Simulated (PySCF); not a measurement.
**Electron correlation in As (arsenic, neutral)**

[Ar] 3d10 4s1 4p3 5s1, high-spin 6S determinant (an excited configuration). Computed with PySCF 2.14 in aug-cc-pVQZ-PP with ECP10MDF (7s6p5d3f2g, 89 functions), with a scalar-relativistic core potential. Frozen: 3s2 3p6 3d10; 5 electrons correlated.

MP2 pair energies summed by pair of shells (mhartree):

```tsv
pair	energy	share (%)
4p-4p	-16.41	58.9
4p-5s	-7.50	26.9
4s-4p	-3.67	13.2
4s-5s	-0.27	1.0
```

Total MP2 correlation energy: -27.85 mhartree.

Same-spin part -27.85 and opposite-spin part 0.00 mhartree; SCS-MP2 scales them by 1/3 and 6/5 to -9.28 mhartree.
